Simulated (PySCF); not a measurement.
Input file for PySCF: U-M06-2X/def2-TZVPP on H (SMILES [H]).

```python
from pyscf import gto, dft

mol = gto.M(
    atom='''
    H     0.00000000    0.00000000    0.00000000
    ''',
    basis='def2-tzvpp',
    charge=0, spin=1, verbose=4, max_memory=1800)
mf = dft.UKS(mol, xc='m062x').density_fit(auxbasis='def2-universal-jkfit')
mf.grids.level = 4
mf.conv_tol = 1e-9
mf.max_cycle = 150
mf.kernel()
mf.dip_moment()
```

Problem. Predict the final total energy.

Solution. -0.4981 hartree.
